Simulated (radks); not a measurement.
Initial-state core-level shifts of the hafnium ion Hf3+ when its valence configuration changes from [Xe] 4f14 5d1. All-electron calculation, scalar-relativistic Kohn-Sham, r2SCAN, spin-polarised, spherical densities, finite nucleus; open shells are filled with parallel spins first (spin-orbit coupling, left out, can overturn this in heavy ions); meta-GGA in the generalised Kohn-Sham scheme; Fermi nuclear charge, rms radius 5.347 fm. Program: a radial shooting solver on a logarithmic mesh with Libxc functionals. Shifts are changes of the shell-averaged eigenvalues in eV (positive: less bound); the change of the density at the nucleus, which sets a Mossbauer isomer shift, is in e/bohr^3, on a base of 1.282e+06.

| valence | 3p | 4p | 4d | 5p | density at nucleus |
|---|---|---|---|---|---|
| 4f13 5d1 6s1 | -14.375 | -13.422 | -13.076 | -6.800 | +185.2 |
| 4f14 6p1 | -4.806 | -4.820 | -4.838 | -4.359 | +12.5 |
| 4f14 5d0.5 6s0.5 | -1.720 | -1.725 | -1.734 | -1.536 | +57.3 |
| 4f13.5 5d1 6s0.5 | -7.035 | -6.602 | -6.437 | -3.399 | +88.8 |
| 4f13 5d2 | -10.715 | -9.770 | -9.410 | -3.614 | +58.6 |
| 4f12 5d2 6p1 | -27.481 | -25.242 | -24.480 | -11.727 | +136.4 |
| 4f13.5 5d1 6p0.5 | -7.734 | -7.302 | -7.137 | -4.068 | +34.7 |
| 4f13 5d1 6p1 | -15.757 | -14.804 | -14.456 | -8.112 | +71.6 |
| 4f12 5d1 6s2 | -30.201 | -27.921 | -27.169 | -13.834 | +396.6 |
